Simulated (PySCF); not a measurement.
**Ionisation energy along the 15-electron series**

Calculated with PySCF 2.14 and a two-component X2C-1e Hamiltonian (Gaussian nucleus, no Breit or QED terms), each ion in its own even-tempered basis scaled to its charge; GMP2 freezes 1s2 and drops the highest virtual spinors. Values in eV. NIST values: (m) measured, (s) semi-empirical, (t) theoretical.

| ion | configuration | GHF (spin-free) | GMP2 (spin-free) | GHF (screened spin-orbit) | GMP2 (screened spin-orbit) | NIST |
| --- | --- | --- | --- | --- | --- | --- |
| Ir⁶²⁺ | [Ne] 3s2 3p3 | 6857.8 | 6858.3 | 6713.0 | 6713.6 | 6708 ± 15 (t) |
| Pt⁶³⁺ | [Ne] 3s2 3p3 | 7075.0 | 7075.5 | 6922.2 | 6922.8 | 6918 ± 19 (t) |
| Au⁶⁴⁺ | [Ne] 3s2 3p3 | 7295.8 | 7296.4 | 7134.7 | 7135.4 | 7130 ± 24 (t) |

Between Z = 77 and Z = 79 the GMP2 (screened spin-orbit) value grows as Z to the power 2.38.
